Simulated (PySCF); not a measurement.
C9H9FO2.
Numbering: `[CH3:1][CH2:2][O:3][C:4](=[O:5])[c:6]1[cH:7][cH:8][cH:9][cH:10][c:11]1[F:12]` (hydrogens: H13, H14, H15 on C1; H16, H17 on C2; H18 on C7; H19 on C8; H20 on C9; H21 on C10)

The same species was optimised twice, with GFN2-xTB and with PBE0-D3(BJ)/def2-SVP (PySCF), and the same property calculations (PySCF, gas phase) were run on both structures.

```
     coordinate  GFN2-xTB  PBE0-D3(BJ)/def2-SVP  change
    C11–F12 (Å)     1.342                 1.325  -0.017
      C1–C2 (Å)     1.522                 1.512  -0.010
      C8–C9 (Å)     1.387                 1.396  +0.009
     C6–C11 (Å)     1.393                 1.402  +0.009
      C6–C7 (Å)     1.395                 1.403  +0.008
      C7–C8 (Å)     1.380                 1.388  +0.008
     C9–C10 (Å)     1.383                 1.391  +0.008
    C10–C11 (Å)     1.385                 1.392  +0.007
      C2–O3 (Å)     1.426                 1.428  +0.002
      C4–C6 (Å)     1.490                 1.491  +0.001
      C4=O5 (Å)     1.208                 1.208   0.000
      O3–C4 (Å)     1.330                 1.330   0.000
  C4–C6–C11 (°)     124.7                 125.7    +1.0
   C4–C6–C7 (°)     117.4                 116.6    -0.8
   O3–C4–O5 (°)     124.2                 123.7    -0.5
   O3–C4–C6 (°)     113.0                 113.5    +0.5
   C6–C7–C8 (°)     121.2                 121.6    +0.4
   C7–C8–C9 (°)     119.9                 119.5    -0.4
   C2–O3–C4 (°)     117.1                 116.9    -0.2
 C6–C11–F12 (°)     121.1                 121.4    +0.3
C1–C2–O3–C4 (°)        81                    83      +2
C2–O3–C4–O5 (°)         0                     1      +1
O3–C4–C6–C7 (°)       172                   179      +7
```

Rotational constants: A = 2013, B = 603.8, C = 487.9 MHz (GFN2-xTB) against A = 2010, B = 599.8, C = 483.5 MHz (PBE0-D3(BJ)/def2-SVP). Point groups within 0.08 Å: C1 and C1.

On the GFN2-xTB structure: HOMO (eV) -7.52 [PBE0/pcSseg-1]; LUMO (eV) -1.47 [PBE0/pcSseg-1]; dipole (D) 1.34 [PBE0/pcSseg-1]; GIAO shielding of C1 (ppm) 170.4 [PBE0/pcSseg-1]; GIAO shielding of C2 (ppm) 123.4 [PBE0/pcSseg-1]; GIAO shielding of O3 (ppm) 117.2 [PBE0/pcSseg-1]; GIAO shielding of C4 (ppm) 15.3 [PBE0/pcSseg-1]; GIAO shielding of O5 (ppm) -75.2 [PBE0/pcSseg-1]; GIAO shielding of C6 (ppm) 63.5 [PBE0/pcSseg-1]; GIAO shielding of C7 (ppm) 46.2 [PBE0/pcSseg-1]; GIAO shielding of C8 (ppm) 58.3 [PBE0/pcSseg-1].

Problem. What do these properties become on the PBE0-D3(BJ)/def2-SVP structure?

Solution. 
| property | level | on GFN2-xTB | on PBE0-D3(BJ)/def2-SVP | change |
| --- | --- | --- | --- | --- |
| HOMO (eV) | PBE0/pcSseg-1 | -7.52 | -7.47 | +0.05 |
| LUMO (eV) | PBE0/pcSseg-1 | -1.47 | -1.50 | -0.03 |
| dipole (D) | PBE0/pcSseg-1 | 1.34 | 1.26 | -0.08 |
| energy, GFN2-xTB geometry as zero (kcal/mol) | PBE0/pcSseg-1 | 0.0 | -0.4 | -0.4 |
| GIAO shielding of C1 (ppm) | PBE0/pcSseg-1 | 170.4 | 168.7 | -1.7 |
| GIAO shielding of C2 (ppm) | PBE0/pcSseg-1 | 123.4 | 123.2 | -0.2 |
| GIAO shielding of O3 (ppm) | PBE0/pcSseg-1 | 117.2 | 116.7 | -0.5 |
| GIAO shielding of C4 (ppm) | PBE0/pcSseg-1 | 15.3 | 15.6 | +0.3 |
| GIAO shielding of O5 (ppm) | PBE0/pcSseg-1 | -75.2 | -71.3 | +3.9 |
| GIAO shielding of C6 (ppm) | PBE0/pcSseg-1 | 63.5 | 62.9 | -0.6 |
| GIAO shielding of C7 (ppm) | PBE0/pcSseg-1 | 46.2 | 43.3 | -2.9 |
| GIAO shielding of C8 (ppm) | PBE0/pcSseg-1 | 58.3 | 56.5 | -1.8 |

The heavy atoms differ by 0.075 Å rms after alignment. Among bonds between heavy atoms C11–F12 changes most (-0.017 Å). Changes are differences of the printed values. Neither structure is proved a minimum here.

The values belong to the conformer `[CH3:1][CH2:2][O:3][C:4](=[O:5])[c:6]1[cH:7][cH:8][cH:9][cH:10][c:11]1[F:12]`: C1–C2–O3–C4 83°, C2–O3–C4–O5 1°, O3–C4–C6–C7 179°.
